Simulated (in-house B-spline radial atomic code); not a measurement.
Configurations of neutral germanium, with energies counted from [Ar] 3d10 4s2 4p2. Method: non-relativistic B97-1, spin-polarised, spherical fractional occupations, point nucleus. Calculated with an all-electron radial atomic-structure program (B-spline basis). Shells without spins written out take the highest spin.

Caution: exact exchange at fractional occupations of open shells leaves self-interaction of up to several eV.

Occupations are held fixed; configurations that lie above the ionisation limit could autoionise.

```tsv
configuration	E - E(ref) (eV)	highest orbital	its <r> (bohr)
[Ar] 3d10 4s1 4p3	5.0133	4p up	2.7
[Ar] 3d10 4s2 4p1 5p1	5.8216	5p up	9.24
[Ar] 3d(5 up, 4 down) 4s2 4p(0 up, 2 down) 5f(1 up, 0 down)	41.344	5f up	30.97
[Ne] 3s2 3p(2 up, 3 down) 3d10 4s2 4p(1 up, 1 down) 5p(0 up, 1 down)	127.65	5p down	8.884
[Ne] 3s2 3p(3 up, 2 down) 3d10 4s2 4p(0 up, 2 down) 5f(1 up, 0 down)	127.84	5f up	31.5
```

Task: Order these further configurations by energy, lowest first.
A. [Ar] 3d(5 up, 4 down) 4s2 4p(1 up, 1 down) 5s(0 up, 1 down)
B. [Ar] 3d9 4s2 4p2 4d1
C. [Ar] 3d9 4s2 4p2 5p1
D. [Ar] 3d9 4s2 4p2 5s1
E. [Ar] 3d10 4s1 4p2 4f1

Result: E (13.761 eV), D (38.409 eV), C (39.597 eV), A (39.953 eV), B (40.113 eV).

Task: How far above the reference does [Ar] 3d10 4s2 4p(1 up, 1 down) lie?

Result: 1.074 eV; its least bound orbital is 4p up with <r> = 2.966 bohr.
